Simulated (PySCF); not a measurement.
C7H8F (doublet state).
Cartesian coordinates in Å at the GFN2-xTB level; atoms count from 1:
```
atom  x, y, z in Å
F1     0.0173   -2.2661   -0.7068
C2     0.3749   -1.1920    0.0703
C3     0.9907   -0.0155   -0.7030
C4     1.3241    0.9054    0.4787
C5    -0.1875    1.0411    0.5991
C6    -0.3106    0.8067   -0.9070
C7    -1.5383   -0.0587   -0.7619
C8    -0.8314   -0.3865    0.5725
H9     1.0261   -1.5992    0.8509
H10    1.6959   -0.2392   -1.4940
H11    1.7832    1.8419    0.1728
H12    1.8762    0.4707    1.3114
H13   -0.6813    1.8140    1.1732
H14   -1.6990   -0.8723   -1.4627
H15   -2.4445    0.5233   -0.6213
H16   -1.4035   -0.7647    1.4164
```

The hyperfine couplings belong to this conformer and change with its torsions.

The species is `F[C@@H]1[C@@H]2C[C]3[C@H]1C[C@@H]32` [radical].

Level of theory: PySCF, UKS B3LYP, pcH-1 on C F H, non-relativistic, mean-field spin-orbit, GIAO. Geometry: GFN2-xTB; no solvent, vibrations or thermal averaging. Couplings are sensitive to structure, and on GFN2-xTB geometries they can be far from those on DFT ones.

Q: How many α and β electrons are there, and what is ⟨S²⟩ of the pure spin state?

A: 59 electrons with 2S = 1: 30 α and 29 β; S(S+1) = 0.75.

Mulliken spin populations, one withheld:

| atom | bound to | population |
| --- | --- | --- |
| F1 | C2 | +0.0012 |
| C2 | F1, C3, C8, H9 | +0.0324 |
| C3 | C2, C4, C6, H10 | -0.0275 |
| C4 | C3, C5, H11, H12 | +0.0069 |
| C5 | C4, C6, C8, H13 | -0.0044 |
| C6 | C5, C7, C3 | ? |
| C7 | C6, C8, H14, H15 | +0.0105 |
| C8 | C7, C2, C5, H16 | +0.0370 |
| H9 | C2 | +0.0043 |
| H10 | C3 | +0.0039 |
| H11 | C4 | +0.0038 |
| H12 | C4 | +0.0010 |
| H13 | C5 | +0.0070 |
| H14 | C7 | -0.0019 |
| H15 | C7 | +0.0050 |
| H16 | C8 | +0.0370 |

Q: What does C6 hold?

A: 1 − (0.1162) gives +0.884, since all populations sum to 2S.

Q: Sum the populations by element and by sign.

A: Carbon +0.94, hydrogen +0.06, fluorine 0.00. The positive populations sum to 1.03, the negative ones to -0.03.

Q: With ⟨S²⟩ = 0.7527, find the sum of squared α–β overlaps and estimate the admixture of higher spin.

A: For a single determinant ⟨S²⟩ = S(S+1) + Nβ − Σ|⟨iα|jβ⟩|², so the squared overlaps of occupied orbitals sum to 29 − 0.0027 = 28.9973. If the quartet state (S + 1) were the only admixture, its weight would be 0.0027/(2S + 2) = 0.09 %. For Kohn–Sham this describes the determinant of the orbitals, not the true wave function.

Q: What Fermi-contact NMR shifts do the couplings of F1, C2, C3, C4, C5, C7, H9 imply at 250 K (Curie law, g = gₑ)?

A: δ = a_FC·h·gₑ μB S(S+1)/(3 g_N μN kT), with k/h = 20836.6 MHz/K:

```
nuclei  isotope  a_FC (MHz)     g_N  contact shift (ppm)
    F1      19F        0.59  5.2577                  +20
    C2      13C       18.18  1.4048                +2283
    C3      13C       13.43  1.4048                +1687
    C4      13C       -0.93  1.4048                 -116
    C5      13C       -7.22  1.4048                 -906
    C7      13C        0.30  1.4048                  +38
    H9       1H        6.28  5.5857                 +198
```

The shifts go as 1/T: at 300 K they are 0.833 times these.

Time: 71 s of wall time (grids of density and orbitals included); peak memory 1.0 GiB. Hardware: one thread of an Arm Neoverse V1, shared host with 32 logical CPUs at a one-minute load of 25.
